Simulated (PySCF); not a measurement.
Ti(F)(SH)3 (FH3S3Ti), SMILES [SH][Ti]([SH])([F])[SH], multiplicity 1.

Geometry: PBE0-D3(BJ)/def2-SVP. The spin state was assumed, not searched. The structure was generated by enumeration; whether it is a known compound was not checked. Other conformers were not sampled.

Level of theory: PBE0-D3(BJ)/def2-SVP run with PySCF 2.14.0.

Frequencies are harmonic and unscaled.

**Question.** List the normal modes with their intensities. (Estimate from the structure and the level; the computed values follow.)

**Answer.** 
```tsv
mode	ν (cm⁻¹)	IR (km/mol)	Raman (Å⁴/amu)	depolarisation	moving atoms (share of kinetic energy)
1	90	1.8	9.7	0.75	S 75 %, H 13 %
2	104	0.1	7.5	0.74	S 76 %, Ti 9 %
3	125	1.1	4.9	0.62	S 56 %, Ti 21 %, F 15 %, H 8 %
4	150	3.2	2.6	0.75	F 46 %, S 32 %, Ti 12 %, H 10 %
5	157	2.1	2.3	0.74	F 53 %, S 30 %, Ti 11 %
6	199	29.2	1.9	0.73	H 83 %, S 13 %
7	213	8.8	4.4	0.73	H 81 %, F 10 %
8	286	28.0	7.9	0.60	H 95 %
9	380	4.0	32.6	0.05	S 68 %, H 16 %, Ti 11 %
10	407	45.2	7.1	0.74	H 54 %, Ti 26 %, S 20 %
11	457	65.9	5.8	0.74	Ti 46 %, S 34 %, H 18 %
12	508	61.6	11.6	0.75	H 68 %, S 21 %, Ti 11 %
13	536	21.7	7.1	0.73	H 72 %, S 18 %
14	550	44.6	7.4	0.75	H 58 %, S 23 %, Ti 18 %
15	808	139.9	3.5	0.01	F 65 %, Ti 33 %
16	2670	2.1	161.3	0.34	H 97 %
17	2671	3.0	158.6	0.27	H 97 %
18	2690	7.5	73.3	0.26	H 97 %
```
